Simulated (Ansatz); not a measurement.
The cluster Ga2Cl3⁺. The state is a triplet with charge 1. Geometry r2SCAN-D4/def2-SVP, that of the neutral doublet.

```xyz
5

Ga   -0.260    1.718   -0.273
Ga    0.096   -0.675    0.454
Cl   -0.329    2.186   -2.392
Cl   -1.559   -1.894    1.120
Cl    2.052   -1.336    1.091
```

At PBE0-D4/def2-TZVP a singlet of charge 1 lies 2.18 eV below the triplet at the same geometry. The structure comes from a short search, and lower isomers may exist.

Q: Estimate the α-spin orbital energies around the gap (eV) in Ansatz with PBE-D4/def2-TZVP, r2SCAN-D4/def2-TZVP, PBE0-D4/def2-TZVP.

A: 
```csv
orbital,PBE-D4/def2-TZVP,r2SCAN-D4/def2-TZVP,PBE0-D4/def2-TZVP
HOMO−5,-13.26,-13.66,-14.71
HOMO−4,-13.19,-13.62,-14.65
HOMO−3,-13.18,-13.58,-14.58
HOMO−2,-13.05,-13.43,-14.38
HOMO−1,-12.90,-13.26,-14.25
HOMO,-10.58,-10.98,-11.66
LUMO,-8.32,-8.32,-7.75
LUMO+1,-7.79,-7.73,-7.17
LUMO+2,-6.85,-6.66,-6.12
LUMO+3,-4.55,-4.23,-3.73
LUMO+4,-4.18,-3.87,-3.40
LUMO+5,-3.55,-3.11,-2.76
β HOMO,-12.65,-12.93,-13.78
β LUMO,-12.50,-12.63,-12.16
```
